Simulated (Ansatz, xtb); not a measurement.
Two isomers of C3H8GeO

Structure X: `C[C@@H]1O[C@@H]1[GeH3]`, a singlet. Structure Y: `C[C@@]1([GeH3])CO1`, a singlet. Both are isolated molecules in the gas phase, relaxed with PBE0-D3(BJ)/def2-SVP.

X (Å):

```xyz
13

C    -2.4612   -0.1866    2.4710
C    -1.4328   -0.3580    1.3940
C    -0.6758   -1.5961    1.1449
Ge   -0.8788   -3.2817    2.1221
O    -1.7533   -1.1956    0.3063
H    -2.9411   -1.1417    2.7226
H    -3.2452    0.5107    2.1382
H    -2.0031    0.2308    3.3811
H    -0.9302    0.5743    1.0930
H     0.3152   -1.4694    0.6804
H    -2.2741   -3.4014    2.7534
H     0.1979   -3.3683    3.2214
H    -0.6754   -4.4397    1.1295
```

Y (Å):

```yaml
atoms:
  - { symbol: C, position_ang: [-2.1087, -0.2283, 2.5497] }
  - { symbol: C, position_ang: [-1.3424, -1.2621, 1.7689] }
  - { symbol: C, position_ang: [-1.3058, -1.1931, 0.3008] }
  - { symbol: Ge, position_ang: [-1.0065, -2.9977, 2.6293] }
  - { symbol: O, position_ang: [-0.2026, -0.7702, 1.0649] }
  - { symbol: H, position_ang: [-3.1281, -0.5807, 2.7718] }
  - { symbol: H, position_ang: [-2.1772, 0.7117, 1.9806] }
  - { symbol: H, position_ang: [-1.6099, -0.0093, 3.5067] }
  - { symbol: H, position_ang: [-0.1197, -2.7811, 3.8690] }
  - { symbol: H, position_ang: [-0.2856, -3.9080, 1.6213] }
  - { symbol: H, position_ang: [-2.3308, -3.6534, 3.0700] }
  - { symbol: H, position_ang: [-1.8673, -0.3950, -0.2038] }
  - { symbol: H, position_ang: [-1.1584, -2.1028, -0.2971] }
```

Quicker runs give these differences E(Y) − E(X): GFN2-xTB +0.42 kcal/mol; HF/STO-3G +1.06 kcal/mol (at GFN2-xTB geometries); r2SCAN-D4/def2-SVP −0.73 kcal/mol (at GFN2-xTB geometries).

Q: Estimate E(Y) − E(X) at the level CCSD(T)/def2-SVP + ΔMP2/def2-TZVPP.

A: Too close to call at this level: CCSD(T)/def2-SVP + ΔMP2/def2-TZVPP gives E(Y) − E(X) = −0.65 kcal/mol.

How the difference moves with the method:

```csv
level,geometry,E(Y) − E(X) (kcal/mol),departure from the last row (kcal/mol),"job, with rough time for the two"
GFN2-xTB,GFN2-xTB,+0.42,+1.07,"optimisation, 0.16 s"
HF/STO-3G,GFN2-xTB,+1.06,+1.71,"single point, 0.62 s"
r2SCAN-D4/def2-SVP,GFN2-xTB,−0.73,−0.08,"single point, 3.7 s"
PBE0-D3(BJ)/def2-SVP,PBE0-D3(BJ)/def2-SVP,−0.11,+0.54,"optimisation, 83 s"
HF/def2-SVP,PBE0-D3(BJ)/def2-SVP,+0.07,+0.71,part of the CCSD(T) run
MP2/def2-SVP,PBE0-D3(BJ)/def2-SVP,−1.11,−0.46,part of the CCSD(T) run
CCSD(T)/def2-SVP,PBE0-D3(BJ)/def2-SVP,−0.86,−0.21,single point
CCSD(T)/def2-SVP + ΔMP2/def2-TZVPP,PBE0-D3(BJ)/def2-SVP,−0.65,,"single point, 67 s"
```

As drawn, both hold the same kinds of bond in the same numbers.

The largest departure from CCSD(T)/def2-SVP + ΔMP2/def2-TZVPP is that of HF/STO-3G, 1.71 kcal/mol. The last row adds to CCSD(T) the change of the MP2 difference between the two basis sets, here +0.21 kcal/mol.

With thermal terms from frequencies at re-optimised GFN2-xTB minima (ideal gas, soft modes damped towards free rotors, one conformer each, 298.15 K, 1 atm): the zero-point term adds −0.26 kcal/mol; ΔH is −0.76 and ΔG −1.05 kcal/mol.

The correlated steps freeze 13 core orbitals; the filled d shell of Ge is correlated, in a basis made for valence electrons. Run with Ansatz 0.2.0, xtb 6.7.1; the last row on 2 threads of Intel(R) Xeon(R) Platinum 8375C CPU @ 2.90GHz (Ice Lake) on a shared host.
